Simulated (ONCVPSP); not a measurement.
## Cutoff test, oxygen (O), ONCV

```
Element                 : oxygen (O)
Generator               : ONCVPSP 4.0.1
Type                    : optimised norm-conserving Vanderbilt (ONCV)
Functional              : PBE
Relativity              : scalar-relativistic
Frozen core             : [He]
Valence charge          : 6
Reference configuration : 2s2 2p4
Partial waves           : 2s: rc 0.90 bohr, ncon 4, nbas 9, qcut 6.6 1/bohr, 1 projector; 2p: rc 1.90 bohr, ncon 4, nbas 7, qcut 7.8 1/bohr, 2 projectors, debl 0.4 Ha; d scattering state at 0.03 Ha: rc 2.00 bohr, ncon 4, nbas 7, qcut 5.5 1/bohr, 1 projector
Local potential         : polynomial inside 0.65 bohr (lpopt 5, dvloc0 0 Ha)
Core correction         : none
```

**Question.** For each optimised wave give the share of its norm inside rc, the residual kinetic energy above qcut (Ha) and the cutoffs (Ha) for errors of 10, 1, 0.1 and 0.01 mHa per electron.

**Answer.**

```
         wave  norm inside rc  residual KE  10 mHa  1 mHa  0.1 mHa  0.01 mHa
           2s           0.366      7.2e-03    19.9  145.7    285.5     358.6
           2p           0.837      3.3e-07    15.9   20.5     24.0      26.7
p projector 2           0.025      5.4e-08     9.0   15.2     20.2      24.2
d projector 1           0.000      2.9e-07     0.0    0.0      0.1       0.5
```

The occupied waves need 146 Ha and 285 Ha for 1 and 0.1 mHa. Rows with under 1 % of the norm inside rc give no meaningful cutoff. Note: no bound ghost flagged; GHOST(+) flagged for d at 71.5 eV. Its largest configuration-test error is +2084 meV.
